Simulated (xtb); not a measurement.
xtb job for InI₂, SMILES [I][In+][I], charge +1, GFN2-xTB. 

```
$ xtb mol.xyz --gfn 2 --sp --chrg 1 --uhf 0 --json
$ cat mol.xyz
3

In     0.00000000     0.00000000     0.00000000
I      0.00000000     0.00000000     2.71851770
I      0.00000000     0.00000000    -2.71851770
```

Output:

```
[banner left out]
          |                Calculation Setup                |
           -------------------------------------------------



           -------------------------------------------------
          |                 G F N 2 - x T B                 |
           -------------------------------------------------

        Reference                      10.1021/acs.jctc.8b01176
      * Hamiltonian:
        H0-scaling (s, p, d)           1.850000    2.230000    2.230000
        zeta-weighting                 0.500000
      * Dispersion:
        s8                             2.700000
        a1                             0.520000
        a2                             5.000000
        s9                             5.000000
      * Repulsion:
        kExp                           1.500000    1.000000
        rExp                           1.000000
      * Coulomb:
        alpha                          2.000000
        third order                    shell-resolved
        anisotropic                    true
        a3                             3.000000
        a5                             4.000000
        cn-shift                       1.200000
        cn-exp                         4.000000
        max-rad                        5.000000


          ...................................................
          :                      SETUP                      :
          :.................................................:
          :  # basis functions                  30          :
          :  # atomic orbitals                  27          :
          :  # shells                            9          :
          :  # electrons                        16          :
          :  max. iterations                   250          :
          :  Hamiltonian                  GFN2-xTB          :
          :  restarted?                      false          :
          :  GBSA solvation                  false          :
          :  PC potential                    false          :
          :  electronic temp.          300.0000000     K    :
          :  accuracy                    1.0000000          :
          :  -> integral cutoff          0.2500000E+02      :
          :  -> integral neglect         0.1000000E-07      :
          :  -> SCF convergence          0.1000000E-05 Eh   :
          :  -> wf. convergence          0.1000000E-03 e    :
          :  Broyden damping             0.4000000          :
          :  net charge                          1          :
          :  unpaired electrons                  0          :
          ...................................................

 iter      E             dE          RMSdq      gap      omega  full diag
   1     -8.4742667 -0.847427E+01  0.594E+01    1.64       0.0  T
   2     -8.4838855 -0.961881E-02  0.279E+01    1.67       1.0  T
   3     -8.4814124  0.247312E-02  0.192E+01    1.47       1.0  T
   4     -8.4823005 -0.888172E-03  0.177E+01    1.47       1.0  T
   5     -8.4873025 -0.500194E-02  0.671E-01    1.55       1.0  T
   6     -8.4873499 -0.474531E-04  0.563E-01    1.54       1.0  T
   7     -8.4873639 -0.139411E-04  0.397E-02    1.54       1.5  T
   8     -8.4873670 -0.308095E-05  0.360E-02    1.54       1.6  T
   9     -8.4873671 -0.147983E-06  0.216E-02    1.54       2.7  T
  10     -8.4873671 -0.180698E-07  0.225E-04    1.54     256.6  T
  11     -8.4873671 -0.191847E-10  0.933E-05    1.54     618.5  T

   *** convergence criteria satisfied after 11 iterations ***

         #    Occupation            Energy/Eh            Energy/eV
      -------------------------------------------------------------
         1        2.0000           -0.9624707             -26.1902
         2        2.0000           -0.9622347             -26.1837
         3        2.0000           -0.7898202             -21.4921
         4        2.0000           -0.6701055             -18.2345
         5        2.0000           -0.6473223             -17.6145
         6        2.0000           -0.6473223             -17.6145
         7        2.0000           -0.6421540             -17.4739
         8        2.0000           -0.6421540             -17.4739 (HOMO)
         9                         -0.5856625             -15.9367 (LUMO)
        10                         -0.3918512             -10.6628
        11                         -0.3918512             -10.6628
        12                         -0.2810596              -7.6480
        13                         -0.2810596              -7.6480
       ...                                ...                  ...
        27                          1.2598704              34.2828
      -------------------------------------------------------------
                  HL-Gap            0.0564915 Eh            1.5372 eV
             Fermi-level           -0.6135922 Eh          -16.6967 eV

 SCC (total)                   0 d,  0 h,  0 min,  0.004 sec
 SCC setup                      ...        0 min,  0.000 sec (  3.015%)
 Dispersion                     ...        0 min,  0.000 sec (  0.760%)
 classical contributions        ...        0 min,  0.000 sec (  0.570%)
 integral evaluation            ...        0 min,  0.001 sec ( 19.068%)
 iterations                     ...        0 min,  0.002 sec ( 49.204%)
 molecular gradient             ...        0 min,  0.001 sec ( 23.442%)
 printout                       ...        0 min,  0.000 sec (  3.683%)

         :::::::::::::::::::::::::::::::::::::::::::::::::::::
         ::                     SUMMARY                     ::
         :::::::::::::::::::::::::::::::::::::::::::::::::::::
         :: total energy              -8.476550283931 Eh    ::
         :: gradient norm              0.000001944040 Eh/a0 ::
         :: HOMO-LUMO gap              1.537212142704 eV    ::
         ::.................................................::
         :: SCC energy                -8.487367420725 Eh    ::
         :: -> isotropic ES            0.112437370802 Eh    ::
         :: -> anisotropic ES          0.001828267709 Eh    ::
         :: -> anisotropic XC          0.000557087472 Eh    ::
         :: -> dispersion             -0.002391950143 Eh    ::
         :: repulsion energy           0.010817136794 Eh    ::
         :: add. restraining           0.000000000000 Eh    ::
         :: total charge               1.000000000000 e     ::
         :::::::::::::::::::::::::::::::::::::::::::::::::::::

           -------------------------------------------------
          |                Property Printout                |
           -------------------------------------------------

    * Orbital Energies and Occupations

         #    Occupation            Energy/Eh            Energy/eV
      -------------------------------------------------------------
         1        2.0000           -0.9624707             -26.1902
         2        2.0000           -0.9622347             -26.1837
         3        2.0000           -0.7898202             -21.4921
         4        2.0000           -0.6701055             -18.2345
         5        2.0000           -0.6473223             -17.6145
         6        2.0000           -0.6473223             -17.6145
         7        2.0000           -0.6421540             -17.4739
         8        2.0000           -0.6421540             -17.4739 (HOMO)
         9                         -0.5856625             -15.9367 (LUMO)
        10                         -0.3918512             -10.6628
        11                         -0.3918512             -10.6628
        12                         -0.2810596              -7.6480
        13                         -0.2810596              -7.6480
        14                         -0.2579284              -7.0186
Note: The following floating-point exceptions are signalling: IEEE_DENORMAL
normal termination of xtb
        15                         -0.2438351              -6.6351
        16                         -0.2438351              -6.6351
        17                         -0.2178182              -5.9271
        18                         -0.2178182              -5.9271
        19                         -0.1936630              -5.2698
       ...                                ...                  ...
        27                          1.2598704              34.2828
      -------------------------------------------------------------
                  HL-Gap            0.0564915 Eh            1.5372 eV
             Fermi-level           -0.6135922 Eh          -16.6967 eV

     #   Z          covCN         q      C6AA      α(0)
     1  49 In       1.695     0.520   353.822    42.062
     2  53 I        0.848     0.240   354.649    32.510
     3  53 I        0.848     0.240   354.649    32.510

 Mol. C6AA /au·bohr⁶  :       3161.963496
 Mol. C8AA /au·bohr⁸  :     344561.017701
 Mol. α(0) /au        :        107.081753


Wiberg/Mayer (AO) data.
largest (>0.10) Wiberg bond orders for each atom

 ---------------------------------------------------------------------------
     #   Z sym  total        # sym  WBO       # sym  WBO       # sym  WBO
 ---------------------------------------------------------------------------
     1  49 In   2.121 --     2 I    1.061     3 I    1.061
     2  53 I    1.061 --     1 In   1.061
     3  53 I    1.061 --     1 In   1.061
 ---------------------------------------------------------------------------

Topologies differ in total number of bonds
Writing topology from bond orders to xtbtopo.mol

molecular dipole:
                 x           y           z       tot (Debye)
 q only:        0.000       0.000       0.000
   full:       -0.000      -0.000       0.000       0.000
molecular quadrupole (traceless):
                xx          xy          yy          xz          yz          zz
 q only:       -6.329       0.000      -6.329       0.000       0.000      12.658
  q+dip:       -1.905       0.000      -1.905       0.000      -0.000       3.809
   full:        0.648      -0.000       0.648       0.000       0.000      -1.296


           -------------------------------------------------
          | TOTAL ENERGY               -8.476550283931 Eh   |
          | GRADIENT NORM               0.000001944040 Eh/α |
          | HOMO-LUMO GAP               1.537212142704 eV   |
           -------------------------------------------------

------------------------------------------------------------------------
------------------------------------------------------------------------
 total:
 SCF:
```

The calculation finished and met its thresholds.

Cost: very roughly 0.04 core-seconds.
